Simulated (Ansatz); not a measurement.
`[OH][W]([OH])([OH])([OH])([F])[F]`, relaxed with RKS PBE0-D4/def2-TZVP in the Gaussian-basis code of Ansatz from a GFN2-xTB geometry. The force threshold is 0.005 eV/Å; the program also tests the step.

Charge 0, multiplicity 1. W takes the def2 core potential.

Start:

```xyz
11

O     0.897   -0.631   -1.525
W     0.068    0.133   -0.044
O    -1.587   -0.580   -0.487
O    -0.641    1.113    1.372
O     0.573   -1.269    1.065
F    -0.295    1.657   -1.158
F     1.738    1.014    0.321
H     1.464   -0.560   -2.301
H    -2.471   -0.854   -0.749
H    -0.681    1.933    1.875
H     0.936   -1.956    1.630
```

```
         step  energy (eV)  largest force (eV/Å)  largest move (Å)
            1  -15511.3312                 0.778             0.000
            2  -15511.4295                 0.563             0.083
            3  -15511.4984                 0.520             0.109
            4  -15511.5811                 0.427             0.114
            5  -15511.6477                 0.272             0.103
 6 (rejected)  -15511.5164                 2.575             0.199
            7  -15511.6951                 0.148             0.100
            8  -15511.7167                 0.113             0.100
            9  -15511.7190                 0.097             0.037
           10  -15511.7194                 0.130             0.007
           11  -15511.7198                 0.902             0.199
14 (rejected)  -15511.7634                 1.284             0.197
17 (rejected)  -15511.8008                 0.977             0.118
           20  -15511.8182                 0.042             0.103
           23  -15511.8193                 0.026             0.016
           26  -15511.8196                 0.040             0.012
29 (rejected)  -15511.8193                 0.279             0.066
32 (rejected)  -15511.8192                 0.428             0.100
           35  -15511.8203                 0.093             0.048
           38  -15511.8220                 0.184             0.037
           41  -15511.8310                 0.287             0.127
           44  -15511.8369                 0.045             0.026
           47  -15511.8371                 0.008             0.006
           49  -15511.8371                 0.002             0.001
```

End:

```xyz
11

O     0.910   -0.639   -1.603
W     0.003    0.020   -0.113
O    -1.625   -0.885   -0.350
O    -0.443    0.955    1.462
O     0.627   -1.406    0.929
F    -0.861    1.366   -1.127
F     1.516    1.191   -0.048
H     1.754   -0.302   -1.915
H    -2.340   -0.474   -0.845
H     0.060    1.718    1.758
H     0.399   -1.545    1.851
```

Run time 4.7 min (8 threads of an AMD EPYC on a shared host); peak host memory 0.85 GiB.
